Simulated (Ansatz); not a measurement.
```yaml
crystal:
  periodic: [false, false, false]
  atoms:
    - {symbol: F, position_ang: [-2.349840, 0.458364, -0.439344]}
    - {symbol: C, position_ang: [-1.186418, -0.194813, -0.551674]}
    - {symbol: F, position_ang: [-1.374926, -1.433624, -0.072096]}
    - {symbol: F, position_ang: [-0.918898, -0.306259, -1.851648]}
    - {symbol: C, position_ang: [-0.115519, 0.539229, 0.224970]}
    - {symbol: C, position_ang: [1.172264, -0.234171, 0.413652]}
    - {symbol: Cl, position_ang: [2.166923, 0.594312, 1.628231]}
    - {symbol: Cl, position_ang: [2.074577, -0.423471, -1.094544]}
    - {symbol: H, position_ang: [-0.536137, 0.741605, 1.211782]}
    - {symbol: H, position_ang: [0.080127, 1.493627, -0.265144]}
    - {symbol: H, position_ang: [0.987834, -1.234808, 0.795805]}
basis:
  gaussian: {orbitals: STO-3G}
magnetization: {spin_polarized: true, initial_magnetization: 8}
hamiltonian: {xc: {name: PBE-QIDH}, pseudopotentials: {relativity: none}}
```

```sh
$ ansatz run in.yaml --threads 2 --pin off --events-out ev --progress --plain --max-ram 32768MiB --backend cpu
```

Shortened log:

```
Functional definition: PBE-QIDH
690 factors; integrals over basis functions are off by at most 3.7e-5 eV
mean field evaluation 1: about -35821.5900 eV, gradient 4.1e1 eV
mean field evaluation 2: about -35822.1310 eV, gradient 4.1e1 eV
mean field evaluation 4: about -35841.7005 eV, gradient 1.3e1 eV
mean field evaluation 8: about -35847.9340 eV, gradient 3.4e0 eV
mean field evaluation 16: about -35849.2269 eV, gradient 3.1e-1 eV
mean field evaluation 32: about -35849.3486 eV, gradient 1.2e-1 eV
mean field -35849.35146705 eV, -1317.4393668509 hartree, gradient 9.6e-6 eV, S^2 20.010341; 6 other end points of the search recorded, 0 dependent functions left out
16 core orbitals not correlated: weight in the atoms' cores, before any rotation towards them, 1.000 or more for the frozen orbitals, at most 0.000 for the correlated occupied ones
reference -35849.35147303 eV, -1317.4393670706 hartree; 29, 21 occupied and 6, 14 virtual orbitals, 690 factors
second order -4.26361781 eV of doubles, -0.00000000 eV of singles
Total energy: -35850.77267897 eV, -1317.4915954255 hartree
```

Question: Something in this input is off. What?

Answer: The spin is set far too high for this molecule. The calculation finished and met its thresholds. The result belongs to that input, not to the molecule as meant.
